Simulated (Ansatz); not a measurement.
Relaxation of ClF$_{2}$HSi (5 atoms, charge 0, multiplicity 1), to a largest force component of 0.02 eV/Å in at most 40 steps.

These are results of RKS CAM-B3LYP-D4/6-31G* in Ansatz, not measurements.

```xyz
5
Properties=species:S:1:pos:R:3
Si 0.000 0.000 0.000
Cl 0.000 0.000 2.130
F 1.499 0.000 -0.529
F -0.749 1.297 -0.529
H -0.688 -1.191 -0.486
```

Q: Where does it end, and by what steps?

A: It converged. After 4 steps the energy has fallen by 0.096 eV; Cl2 moved furthest, 0.08 Å.

```
step  energy less start (eV)  largest force component (eV/Å)  accepted
   0                  0.0000                           1.667       yes
   1                 -0.0887                           0.495       yes
   2                 -0.0956                           0.090       yes
   3                 -0.0962                           0.044       yes
   4                 -0.0965                           0.010       yes
```

```xyz
5
Properties=species:S:1:pos:R:3
Si -0.007 -0.013 0.018
Cl 0.008 0.013 2.049
F 1.490 0.014 -0.501
F -0.732 1.297 -0.501
H -0.696 -1.205 -0.480
```

Whether the end is a true minimum wasn't checked by a vibrational analysis.

Run time: 9.6 s on 2 threads of Arm Neoverse V1, on a shared host, peak memory 0.14 GiB.
